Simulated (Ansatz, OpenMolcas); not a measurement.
**AlPNH4OF (SMILES [NH2][Al]([F])[PH]O): the vertical ionisation energy from total energies**

AlPNH4OF has 9 atoms, charge 0, and is taken as a singlet. SMILES: `[NH2][Al]([F])[PH]O`. The shape is that of a PBE0-D4/def2-TZVP optimisation. This is one conformer, not always the lowest.

Both states at this one shape; open shells run unrestricted unless said. 1 Eh = 27.2114 eV.

```tsv
level	program	singlet AlPNH4OF (Eh)	doublet AlPNH4OF+ (Eh)	HOMO of the first (eV)
BLYP/def2-SVP	Ansatz	-815.717094	-815.409310	-5.31
TPSS/def2-SVP	OpenMolcas	-815.822836	-815.497663	-5.62
r2SCAN0/def2-SVP	Ansatz	-815.562919	-815.231841	-6.89
PBE-QIDH/def2-SVP, 13 core orbitals frozen	Ansatz	-815.005476	-814.672146	-8.59
```

Q: Work out the vertical ionisation energy at each level.

A: 
1. BLYP/def2-SVP: -815.409310 − (-815.717094) = 0.307784 Eh = 8.38 eV; −ε(HOMO) = 5.31 eV.
2. TPSS/def2-SVP: -815.497663 − (-815.822836) = 0.325173 Eh = 8.85 eV; −ε(HOMO) = 5.62 eV.
3. r2SCAN0/def2-SVP: -815.231841 − (-815.562919) = 0.331078 Eh = 9.01 eV; −ε(HOMO) = 6.89 eV.
4. PBE-QIDH/def2-SVP: -814.672146 − (-815.005476) = 0.333330 Eh = 9.07 eV; −ε(HOMO) = 8.59 eV.

No measured value is set beside it here; the levels span 8.38 to 9.07 eV. In semi-local functionals −ε(HOMO) lies far under the ionisation energy, a result of self-interaction.
